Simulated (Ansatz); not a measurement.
Born–Oppenheimer molecular dynamics of a periodic cell of 17 atoms, Si₁₆B (host Si, host structure diamond, interstitial B). It starts from a partly relaxed structure (largest force component 0.08 eV/Å).

These are results of Ansatz 0.2.0, DFT PBE-D3(BJ), scalar-relativistic, plane waves, PAW, not measurements. Settings: accuracy low, PAW set soft_1, cutoff 420 eV, k mesh 2x2x2, fermi-dirac smearing 0.05 eV, spin collinear.

* ensemble: NVT, Langevin thermostat
* time step: 1.5 fs
* steps asked: 160
* set temperature: 600 K
* friction: 0.01 /fs
* seed: 562147

Frames 1.5 fs apart, positions in Å, forces in eV/Å.

Velocities at 75.0 fs (Å/ps):

```
Si -0.81 -1.24 -2.25
Si -2.17 2.55 -2.80
Si -1.78 3.17 -0.49
Si -3.52 3.89 -1.01
Si -0.56 -2.62 2.71
Si 0.27 5.90 0.23
Si 2.86 0.13 1.93
Si -1.50 -4.10 1.85
Si -4.91 -4.17 5.41
Si 4.25 2.26 10.45
Si 1.27 -1.60 3.71
Si 0.19 0.31 4.88
Si 6.98 2.58 5.51
Si -5.19 -4.48 4.22
Si 1.36 3.39 0.59
Si -1.99 -4.54 2.77
B 12.11 -4.78 4.89
```

```xyz
17
Lattice="0.0000 5.4300 5.4300 5.4300 0.0000 5.4300 5.4300 5.4300 0.0000" Properties=species:S:1:pos:R:3:forces:R:3 time_fs=75.0 energy_less_start_eV=0.817 T=443
Si 0.048 0.038 0.068 -0.74 -0.12 -0.12
Si 1.173 1.483 1.426 1.25 -0.36 0.10
Si 2.741 2.603 0.082 0.51 -0.86 -0.55
Si 4.042 4.061 1.375 0.11 0.42 0.47
Si 2.663 0.048 2.631 -0.14 -0.22 -0.79
Si 4.133 1.170 3.968 0.76 1.29 0.06
Si 5.596 2.772 2.651 -0.43 -0.54 0.69
Si 7.039 4.107 4.144 -1.15 -0.27 0.21
Si -0.016 2.873 2.748 -0.82 0.08 0.98
Si 1.371 4.116 4.237 0.09 -1.29 -0.30
Si 2.704 5.358 2.893 1.22 0.83 -0.10
Si 4.288 6.707 4.158 -0.78 0.18 -0.24
Si 2.759 2.503 5.323 -0.74 -0.18 0.23
Si 3.904 3.958 6.704 0.66 0.34 0.45
Si 5.500 5.245 5.543 0.13 0.36 -0.25
Si 6.856 6.647 6.890 0.14 0.20 -0.72
B 6.678 7.182 9.585 -0.08 0.13 -0.11
17
Lattice="0.0000 5.4300 5.4300 5.4300 0.0000 5.4300 5.4300 5.4300 0.0000" Properties=species:S:1:pos:R:3:forces:R:3 time_fs=76.5 energy_less_start_eV=0.828 T=441
Si 0.048 0.037 0.064 -0.81 -0.02 -0.06
Si 1.170 1.487 1.423 1.24 -0.40 0.16
Si 2.739 2.608 0.082 0.58 -0.89 -0.47
Si 4.037 4.066 1.374 0.19 0.37 0.48
Si 2.663 0.043 2.635 -0.18 -0.12 -0.76
Si 4.135 1.180 3.968 0.76 1.21 0.01
Si 5.599 2.772 2.654 -0.47 -0.55 0.68
Si 7.037 4.101 4.147 -1.17 -0.18 0.14
Si -0.024 2.867 2.756 -0.69 0.14 0.98
Si 1.378 4.118 4.253 0.06 -1.40 -0.44
Si 2.706 5.355 2.899 1.19 0.86 -0.10
Si 4.288 6.707 4.166 -0.82 0.17 -0.27
Si 2.768 2.507 5.331 -0.87 -0.31 0.20
Si 3.896 3.952 6.711 0.84 0.48 0.48
Si 5.502 5.250 5.544 0.05 0.21 -0.18
Si 6.853 6.640 6.893 0.22 0.29 -0.71
B 6.695 7.176 9.593 -0.13 0.13 -0.15
17
Lattice="0.0000 5.4300 5.4300 5.4300 0.0000 5.4300 5.4300 5.4300 0.0000" Properties=species:S:1:pos:R:3:forces:R:3 time_fs=78.0 energy_less_start_eV=0.836 T=449
Si 0.048 0.036 0.060 -0.88 0.05 -0.01
Si 1.166 1.489 1.419 1.23 -0.42 0.24
Si 2.736 2.611 0.080 0.64 -0.90 -0.36
Si 4.032 4.071 1.375 0.27 0.33 0.47
Si 2.665 0.037 2.638 -0.23 -0.01 -0.71
Si 4.137 1.191 3.966 0.73 1.13 -0.02
Si 5.602 2.772 2.658 -0.48 -0.56 0.65
Si 7.034 4.097 4.152 -1.17 -0.09 0.07
Si -0.034 2.862 2.765 -0.55 0.19 0.96
Si 1.384 4.119 4.268 0.04 -1.47 -0.57
Si 2.708 5.351 2.904 1.14 0.88 -0.09
Si 4.288 6.708 4.173 -0.86 0.16 -0.30
Si 2.776 2.510 5.341 -0.97 -0.44 0.17
Si 3.888 3.948 6.720 1.00 0.59 0.48
Si 5.503 5.254 5.543 -0.04 0.07 -0.11
Si 6.849 6.632 6.896 0.30 0.37 -0.68
B 6.710 7.172 9.601 -0.18 0.13 -0.18
17
Lattice="0.0000 5.4300 5.4300 5.4300 0.0000 5.4300 5.4300 5.4300 0.0000" Properties=species:S:1:pos:R:3:forces:R:3 time_fs=79.5 energy_less_start_eV=0.840 T=460
Si 0.049 0.038 0.055 -0.93 0.11 0.05
Si 1.163 1.492 1.417 1.21 -0.43 0.30
Si 2.735 2.613 0.076 0.68 -0.90 -0.22
Si 4.028 4.075 1.376 0.33 0.29 0.44
Si 2.666 0.032 2.640 -0.29 0.09 -0.65
Si 4.141 1.202 3.963 0.68 1.04 -0.02
Si 5.603 2.770 2.663 -0.49 -0.56 0.59
Si 7.029 4.091 4.156 -1.16 0.00 -0.02
Si -0.044 2.858 2.776 -0.40 0.22 0.91
Si 1.390 4.117 4.284 0.02 -1.52 -0.69
Si 2.711 5.347 2.909 1.09 0.88 -0.07
Si 4.286 6.710 4.181 -0.87 0.13 -0.34
Si 2.784 2.513 5.350 -1.06 -0.56 0.13
Si 3.881 3.943 6.729 1.17 0.68 0.46
Si 5.506 5.259 5.543 -0.14 -0.06 -0.04
Si 6.846 6.623 6.900 0.37 0.47 -0.64
B 6.722 7.169 9.606 -0.22 0.12 -0.19
17
Lattice="0.0000 5.4300 5.4300 5.4300 0.0000 5.4300 5.4300 5.4300 0.0000" Properties=species:S:1:pos:R:3:forces:R:3 time_fs=81.0 energy_less_start_eV=0.848 T=461
Si 0.049 0.039 0.050 -0.99 0.17 0.11
Si 1.161 1.494 1.416 1.17 -0.42 0.35
Si 2.733 2.613 0.070 0.72 -0.89 -0.05
Si 4.023 4.078 1.377 0.40 0.26 0.40
Si 2.666 0.025 2.642 -0.34 0.19 -0.56
Si 4.144 1.215 3.959 0.63 0.92 -0.03
Si 5.602 2.768 2.668 -0.48 -0.56 0.52
Si 7.023 4.086 4.161 -1.14 0.10 -0.12
Si -0.054 2.855 2.786 -0.24 0.24 0.86
Si 1.396 4.115 4.299 0.00 -1.54 -0.81
Si 2.714 5.345 2.915 1.03 0.86 -0.04
Si 4.284 6.712 4.189 -0.87 0.08 -0.38
Si 2.791 2.514 5.359 -1.14 -0.67 0.10
Si 3.874 3.940 6.737 1.31 0.76 0.45
Si 5.508 5.263 5.542 -0.22 -0.18 0.03
Si 6.845 6.613 6.904 0.41 0.57 -0.62
B 6.735 7.165 9.609 -0.27 0.11 -0.22
17
Lattice="0.0000 5.4300 5.4300 5.4300 0.0000 5.4300 5.4300 5.4300 0.0000" Properties=species:S:1:pos:R:3:forces:R:3 time_fs=82.5 energy_less_start_eV=0.854 T=446
Si 0.048 0.038 0.045 -1.03 0.23 0.18
Si 1.159 1.494 1.418 1.13 -0.43 0.37
Si 2.732 2.613 0.063 0.75 -0.86 0.13
Si 4.019 4.080 1.377 0.45 0.23 0.37
Si 2.665 0.018 2.643 -0.36 0.31 -0.46
Si 4.148 1.227 3.956 0.56 0.80 -0.04
Si 5.599 2.767 2.672 -0.44 -0.58 0.45
Si 7.015 4.080 4.165 -1.11 0.19 -0.22
Si -0.065 2.852 2.797 -0.09 0.27 0.80
Si 1.401 4.112 4.313 0.00 -1.55 -0.92
Si 2.717 5.343 2.920 0.98 0.81 0.01
Si 4.281 6.714 4.198 -0.87 0.05 -0.44
Si 2.797 2.515 5.367 -1.19 -0.76 0.09
Si 3.868 3.938 6.746 1.43 0.80 0.42
Si 5.509 5.268 5.539 -0.28 -0.28 0.12
Si 6.844 6.603 6.909 0.42 0.68 -0.61
B 6.749 7.161 9.613 -0.32 0.09 -0.25
17
Lattice="0.0000 5.4300 5.4300 5.4300 0.0000 5.4300 5.4300 5.4300 0.0000" Properties=species:S:1:pos:R:3:forces:R:3 time_fs=84.0 energy_less_start_eV=0.858 T=426
Si 0.048 0.038 0.039 -1.05 0.30 0.26
Si 1.159 1.493 1.422 1.08 -0.44 0.35
Si 2.731 2.612 0.057 0.75 -0.83 0.31
Si 4.015 4.083 1.378 0.49 0.21 0.32
Si 2.664 0.010 2.643 -0.37 0.41 -0.33
Si 4.153 1.239 3.952 0.47 0.68 -0.05
Si 5.597 2.766 2.678 -0.40 -0.61 0.35
Si 7.006 4.074 4.169 -1.07 0.27 -0.30
Si -0.074 2.846 2.808 0.03 0.32 0.73
Si 1.407 4.107 4.325 -0.01 -1.54 -1.02
Si 2.721 5.342 2.924 0.92 0.76 0.07
Si 4.279 6.716 4.207 -0.88 0.01 -0.49
Si 2.801 2.514 5.375 -1.20 -0.82 0.09
Si 3.863 3.937 6.755 1.53 0.80 0.36
Si 5.510 5.273 5.537 -0.34 -0.40 0.22
Si 6.845 6.592 6.912 0.42 0.81 -0.58
B 6.762 7.157 9.614 -0.37 0.07 -0.28
17
Lattice="0.0000 5.4300 5.4300 5.4300 0.0000 5.4300 5.4300 5.4300 0.0000" Properties=species:S:1:pos:R:3:forces:R:3 time_fs=85.5 energy_less_start_eV=0.860 T=401
Si 0.047 0.037 0.032 -1.04 0.35 0.34
Si 1.159 1.490 1.427 1.03 -0.44 0.30
Si 2.732 2.611 0.052 0.72 -0.80 0.46
Si 4.013 4.086 1.379 0.54 0.18 0.27
Si 2.662 0.002 2.642 -0.38 0.52 -0.19
Si 4.157 1.250 3.949 0.37 0.55 -0.07
Si 5.593 2.766 2.682 -0.36 -0.64 0.26
Si 6.997 4.068 4.173 -1.01 0.34 -0.37
Si -0.082 2.840 2.819 0.16 0.37 0.64
Si 1.413 4.101 4.335 -0.04 -1.49 -1.10
Si 2.725 5.341 2.928 0.86 0.71 0.14
Si 4.278 6.721 4.214 -0.88 -0.06 -0.52
Si 2.803 2.514 5.382 -1.19 -0.88 0.11
Si 3.860 3.936 6.763 1.61 0.78 0.30
Si 5.510 5.278 5.535 -0.39 -0.49 0.29
Si 6.846 6.582 6.915 0.41 0.93 -0.55
B 6.774 7.155 9.612 -0.41 0.06 -0.30
17
Lattice="0.0000 5.4300 5.4300 5.4300 0.0000 5.4300 5.4300 5.4300 0.0000" Properties=species:S:1:pos:R:3:forces:R:3 time_fs=87.0 energy_less_start_eV=0.856 T=414
Si 0.045 0.035 0.025 -0.99 0.41 0.41
Si 1.161 1.487 1.432 0.95 -0.44 0.25
Si 2.733 2.610 0.049 0.70 -0.75 0.61
Si 4.011 4.092 1.380 0.57 0.13 0.21
Si 2.661 -0.006 2.641 -0.39 0.63 -0.03
Si 4.162 1.262 3.947 0.26 0.41 -0.08
Si 5.590 2.766 2.686 -0.31 -0.65 0.17
Si 6.988 4.061 4.177 -0.95 0.40 -0.44
Si -0.090 2.836 2.830 0.30 0.42 0.53
Si 1.420 4.094 4.343 -0.10 -1.43 -1.15
Si 2.730 5.340 2.931 0.80 0.70 0.19
Si 4.276 6.726 4.220 -0.88 -0.16 -0.51
Si 2.805 2.511 5.390 -1.15 -0.90 0.14
Si 3.858 3.937 6.773 1.67 0.71 0.20
Si 5.510 5.282 5.534 -0.45 -0.54 0.32
Si 6.846 6.573 6.917 0.41 1.02 -0.51
B 6.787 7.153 9.611 -0.44 0.04 -0.32
17
Lattice="0.0000 5.4300 5.4300 5.4300 0.0000 5.4300 5.4300 5.4300 0.0000" Properties=species:S:1:pos:R:3:forces:R:3 time_fs=88.5 energy_less_start_eV=0.850 T=397
Si 0.042 0.033 0.019 -0.92 0.44 0.44
Si 1.163 1.482 1.436 0.86 -0.43 0.22
Si 2.735 2.607 0.046 0.68 -0.68 0.75
Si 4.009 4.098 1.381 0.59 0.07 0.18
Si 2.659 -0.015 2.638 -0.40 0.75 0.15
Si 4.166 1.274 3.946 0.15 0.27 -0.10
Si 5.586 2.766 2.691 -0.25 -0.67 0.08
Si 6.979 4.054 4.181 -0.88 0.46 -0.51
Si -0.096 2.832 2.842 0.44 0.46 0.41
Si 1.428 4.086 4.350 -0.17 -1.35 -1.18
Si 2.735 5.339 2.935 0.72 0.70 0.21
Si 4.274 6.733 4.225 -0.86 -0.28 -0.49
Si 2.804 2.508 5.398 -1.07 -0.89 0.20
Si 3.859 3.939 6.783 1.70 0.60 0.07
Si 5.511 5.286 5.534 -0.53 -0.59 0.33
Si 6.846 6.565 6.917 0.42 1.11 -0.42
B 6.800 7.151 9.610 -0.48 0.03 -0.35
17
Lattice="0.0000 5.4300 5.4300 5.4300 0.0000 5.4300 5.4300 5.4300 0.0000" Properties=species:S:1:pos:R:3:forces:R:3 time_fs=90.0 energy_less_start_eV=0.841 T=393
Si 0.040 0.030 0.015 -0.85 0.45 0.44
Si 1.166 1.477 1.438 0.77 -0.39 0.21
Si 2.738 2.604 0.043 0.65 -0.60 0.88
Si 4.009 4.104 1.382 0.59 0.02 0.15
Si 2.656 -0.023 2.635 -0.40 0.86 0.33
Si 4.170 1.285 3.945 0.03 0.13 -0.11
Si 5.581 2.765 2.696 -0.19 -0.68 -0.01
Si 6.969 4.048 4.185 -0.80 0.49 -0.57
Si -0.101 2.830 2.853 0.58 0.47 0.29
Si 1.437 4.077 4.356 -0.28 -1.21 -1.20
Si 2.741 5.339 2.939 0.64 0.69 0.23
Si 4.272 6.739 4.229 -0.81 -0.39 -0.48
Si 2.802 2.505 5.405 -0.95 -0.87 0.28
Si 3.861 3.943 6.793 1.71 0.46 -0.08
Si 5.514 5.288 5.533 -0.62 -0.63 0.35
Si 6.846 6.557 6.914 0.44 1.19 -0.31
B 6.811 7.149 9.611 -0.51 0.02 -0.38
17
Lattice="0.0000 5.4300 5.4300 5.4300 0.0000 5.4300 5.4300 5.4300 0.0000" Properties=species:S:1:pos:R:3:forces:R:3 time_fs=91.5 energy_less_start_eV=0.833 T=366
Si 0.038 0.028 0.011 -0.77 0.44 0.42
Si 1.170 1.472 1.440 0.67 -0.34 0.22
Si 2.740 2.601 0.042 0.61 -0.50 0.97
Si 4.011 4.109 1.382 0.59 -0.03 0.13
Si 2.653 -0.031 2.631 -0.40 0.98 0.49
Si 4.174 1.295 3.944 -0.08 -0.01 -0.10
Si 5.577 2.764 2.700 -0.13 -0.70 -0.11
Si 6.960 4.043 4.188 -0.69 0.48 -0.62
Si -0.106 2.829 2.862 0.72 0.44 0.20
Si 1.445 4.064 4.362 -0.39 -1.03 -1.24
Si 2.747 5.340 2.944 0.54 0.66 0.24
Si 4.268 6.743 4.233 -0.76 -0.47 -0.46
Si 2.800 2.502 5.410 -0.81 -0.87 0.38
Si 3.866 3.948 6.802 1.69 0.31 -0.24
Si 5.516 5.289 5.532 -0.71 -0.63 0.36
Si 6.847 6.549 6.912 0.45 1.26 -0.22
B 6.822 7.148 9.611 -0.54 0.01 -0.41
```

Of the whole run (240 fs, mean temperature of the second half 522 K): The mean temperature of the second half is 13 % below the set value. A run of 0.24 ps of so small a system gives no equilibrium averages. Limits of this set-up: coarse k mesh, low accuracy level.

Time of the run: 14 min on 1 thread of Arm Neoverse V2 (shared host), peak memory 0.63 GiB.
